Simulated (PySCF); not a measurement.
C₆ coefficients of unlike pairs at BLYP

Calculated with PySCF 2.14 from the dipole response of each species, C₆(A,B) = (3/π) ∫ α_A(iu) α_B(iu) du, in atomic units, from isotropic polarisabilities. For ions this is the dispersion term alone; charge-induced terms of lower order in 1/R come first.

```json
{"species": "Re", "configuration": "[Xe] 4f14 5d5 6s2 (6S)", "basis": "x2c-TZVPPall with one added diffuse shell each of s, p, d, f type (12s8p8d4f1g)", "relativity": "spin-free X2C", "α (bohr³)": "59.63", "C₆ (like pair)": "691.4"}
{"species": "O²⁺", "configuration": "[He] 2s2 2p2 (3P)", "basis": "aug-cc-pVQZ-DK (6s5p4d3f2g)", "relativity": "spin-free X2C", "α (bohr³)": "1.724", "C₆ (like pair)": "2.307"}
{"species": "Cu", "configuration": "[Ar] 3d10 4s1 (2S)", "basis": "aug-cc-pVDZ-PP with ECP10MDF (5s5p4d2f)", "relativity": "core potential", "α (bohr³)": "37.61", "C₆ (like pair)": "207.4"}
```

Estimate C₆ for Cu with O²⁺.

The integral gives 17.14. The combination rule 2 C_A C_B / (C_A α_B/α_A + C_B α_A/α_B) gives 15.99 and the geometric mean 21.87.

No spin-orbit coupling is included.

The other pairs:

```json
{"pair": "O²⁺, Re", "C₆": "34.10"}
{"pair": "Cu, Re", "C₆": "374.3"}
```
